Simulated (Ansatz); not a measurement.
Calculated with Ansatz (gas phase, PBE0-D4/def2-TZVP geometries, no zero-point term in ΔE). CCSD(T)/CBS adds triple-zeta CCSD(T) − MP2 to the extrapolated MP2 energy (def2 sets, frozen cores). This one scheme is used for every species. DFT in def2-TZVPP. def2 core potentials past Kr. For Te outer-core shells are correlated without core-valence functions, which leaves a few kJ/mol of doubt a bond. One conformer a species, not always the lowest.

Consider the ligand exchange at a B–Te bond: `O=CB[TeH]` + HCl → `O=CBCl` + H₂Te.

| level | ΔE (kJ/mol) |
| --- | --- |
| revPBE-D4 | -5.4 |
| r2SCAN0-D4 | -11.4 |
| PBE-QIDH | -10.7 |
| RPA@PBE/def2-TZVPP | -11.7 |

(1) What does CCSD(T)/CBS give? (An estimate is asked.)

Largest T1 diagnostic among the species: 0.017.

## Answers

(1) Ansatz gave: -6.9 kJ/mol. The listed levels differ from it by 1.5, -4.5, -3.8, -4.8 kJ/mol.

At CCSD(T), def2-SVP lies −20.4 kJ/mol from the extrapolated value and def2-TZVPP −3.9 kJ/mol. The D4 term adds +4.7 kJ/mol with B3LYP and +2.6 kJ/mol with PBE0; it sums over pairs of atoms, weighted by their polarisabilities, and B3LYP, whose exchange is more repulsive, gets the larger term.

B3LYP here is the variant with VWN-RPA as its local correlation; programs differ in this.
